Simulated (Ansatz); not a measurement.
Compare A (`C=C=C(O)[SiH2]O`) with its isomer B (`C=C1O[SiH]1OC`).

Calculated with Ansatz (gas phase, PBE0-D4/def2-TZVP geometries, no zero-point term in ΔE). CCSD(T)/CBS adds triple-zeta CCSD(T) − MP2 to the extrapolated MP2 energy (def2 sets, frozen cores). DFT in def2-TZVPP. B3LYP here is the variant with VWN-RPA as its local correlation; programs differ in this. Each species was taken in one conformer, which may not be the lowest.

Task: Which is lower in electronic energy at CCSD(T)/CBS, and by how much? (Best estimate.)

Result: Ansatz gave: B, by 32.2 kJ/mol.

Task: Give E(B) − E(A) in kJ/mol with B2PLYP, B3LYP-D4, CCSD/def2-TZVPP, CCSD(T)/def2-TZVPP, MP2/def2-TZVPP, HF/def2-TZVPP, PBE0-D4. (Best estimate.)

Result: Ansatz gave: B2PLYP -33.6, B3LYP-D4 -27.6, CCSD/def2-TZVPP -32.5, CCSD(T)/def2-TZVPP -33.0, MP2/def2-TZVPP -38.2, HF/def2-TZVPP -24.0, PBE0-D4 -34.7. None reverses the order clearly.

Largest T1 diagnostic: 0.014.

In def2-TZVPP, CCSD(T) changes the Hartree–Fock value by −9.0 kJ/mol (the triples alone add −0.5 kJ/mol) and MP2 by −14.1 kJ/mol.
